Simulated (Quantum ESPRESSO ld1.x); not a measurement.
Values are calculated unless marked as measured or tabulated.
Al+, configuration [Ne] 3s2. Code: ld1.x of Quantum ESPRESSO 7.5. Model: scalar-relativistic Kohn-Sham, LDA (Slater exchange, Perdew-Zunger correlation), spin-polarised, spherical densities, point nucleus.

Normalised radial functions P(r) = r R(r), r in bohr:

```
   r/bohr * 2s, o 3s (the largest magnitude, 1.31, reaches the edge; | marks zero, & curves that meet)
 0.004908                             |o*
 0.005533                             |o *
 0.006289                             |o *
 0.007091                             |o *
 0.007995                             |o  *
 0.009014                             |o  *
  0.01016                             |o  *
  0.01146                             |o   *
  0.01292                             | o  *
  0.01457                             | o   *
  0.01656                             | o    *
  0.01867                             | o    *
  0.02105                             | o     *
  0.02373                             | o     *
  0.02676                             |  o     *
  0.03017                             |  o      *
  0.03402                             |  o      *
  0.03835                             |  o       *
  0.04359                             |  o        *
  0.04915                             |  o        *
  0.05541                             |  o        *
  0.06248                             |  o        *
  0.07044                             |  o        *
  0.07942                             |  o        *
  0.08955                             |  o       *
    0.101                             |  o      *
   0.1148                             | o     *
   0.1294                             | o   *
   0.1459                             |o *
   0.1645                             &
   0.1855                          * o|
   0.2091                      *    o |
   0.2358                  *       o  |
   0.2658              *          o   |
   0.3021          *             o    |
   0.3406       *               o     |
   0.3841    *                 o      |
    0.433   *                  o      |
   0.4882  *                    o     |
   0.5505  *                    o     |
   0.6207    *                    o   |
   0.6998      *                    o |
   0.7954         *                   o
   0.8968            *                | o
    1.011                *            |    o
     1.14                   *         |       o
    1.285                      *      |         o
    1.449                        *    |           o
    1.634                          *  |             o
    1.842                           * |             o
    2.094                            *|              o
    2.361                             *             o
    2.662                             *            o
    3.001                             *          o
    3.384                             *        o
    3.815                             *      o
    4.302                             *    o
     4.85                             *  o
    5.513                             * o
    6.216                             *o
    7.008                             &
    7.901                             &
```

2s: eigenvalue -115.86 eV, 1 radial node at r = 0.165 bohr, <r> = 0.629 bohr, 90 % of the charge inside 0.996 bohr. 3s: eigenvalue -14.924 eV, 2 radial nodes at r = 0.162, 0.800 bohr, <r> = 2.37 bohr, 90 % of the charge inside 3.58 bohr.
